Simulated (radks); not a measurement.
The numbers below are computed, except where a source is named.
Excited configurations of the fluorine ion F2+: one electron is placed in a higher orbital outside [He] 2s2 2p2. The ground configuration is [He] 2s2 2p3. Code: a radial shooting solver on a logarithmic mesh with Libxc functionals. Model: Dirac Kohn-Sham, BLYP, spin-unpolarised, spherical densities, point nucleus; open shells fill j = l - 1/2 first. Excitation = E - E(ground); binding = E(ion) - E, where the ion is the core of charge +3; n* = 3/sqrt(2 binding) in atomic units, and the quantum defect is n - n*.

| outer orbital | excitation (eV) | binding (eV) | n* | quantum defect | eigenvalue (eV) | <r> (bohr) |
|---|---|---|---|---|---|---|
| 3p1/2 | 41.312 | 19.337 | 2.516 | 0.484 | -15.779 | 2.918 |
| 4d3/2 | 52.096 | 8.553 | 3.784 | 0.216 | -7.006 | 6.294 |
| 5s1/2 | 53.648 | 7.000 | 4.182 | 0.818 | -5.974 | 8.961 |
| 5p1/2 | 54.290 | 6.359 | 4.388 | 0.612 | -5.396 | 9.570 |
| 5d3/2 | 55.080 | 5.569 | 4.689 | 0.311 | -4.674 | 10.29 |
| 5f5/2 | 55.512 | 5.137 | 4.882 | 0.118 | -4.227 | 10.09 |
| 7f5/2 | 57.855 | 2.794 | 6.621 | 0.379 | -2.369 | 20.78 |

Estimate the row for 4p1/2.

Answer. excitation (eV) 50.423; binding (eV) 10.226; n* 3.460; quantum defect 0.540; eigenvalue (eV) -8.560; <r> (bohr) 5.818. The Delta-SCF ionisation energy is 60.649 eV (NIST Atomic Spectra Database: 62.708 eV, semi-empirical). Self-interaction in the functional shifts the binding energies and quantum defects, so they are the method's values and not measured ones. Spin polarisation and multiplet splitting are left out, so open shells lie too high by an amount that depends on their filling.

Beside tabulated values, note that spin-unpolarised runs miss the spin-polarisation part of the exchange energy of open shells.
